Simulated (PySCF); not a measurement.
**Diatomics with 47 electrons**

CCSD(T) in PySCF with def2-SVPD on every atom (core potentials on Rb, Sr), for the lowest determinant that a PBE0 search found; no spin–orbit coupling. All have 47 electrons, 9 of them in the valence shells, and the same state, a doublet (σ ↑). For ions De leads to the atom and ion picked by measured ionisation energies and electron affinities.

```tsv
species	difference of nuclear charges	Re (Å)	ωe (cm⁻¹)	k (mdyn/Å)	De (eV)	dissociates to
NaBr⁻	24	2.742	201	0.425	1.14	Na + Br⁻
RbF⁻	28	2.477	293	0.783	1.84	Rb + F⁻
SrO⁻	30	2.091	538	2.30	n/a	Sr + O⁻
SrF	29	2.139	499	2.29	5.48	Sr + F
```

Correlated steps freeze the inner cores (1 to 10 orbitals); shallow outer-core shells are correlated. Correlated levels converge slowly with the basis: in double zeta they bind strong bonds too weakly, by up to about 1 eV, and carry superposition errors of some tenths. Spin–orbit coupling is left out. For an ion De counts to the pair picked by the measured ionisation energies or electron affinities, which need not be the lowest pair at this level. The CCSD T1 diagnostic is raised in SrO⁻, a sign that a single reference may not be enough there. States were picked by a PBE0 search and need not be the measured ground states.
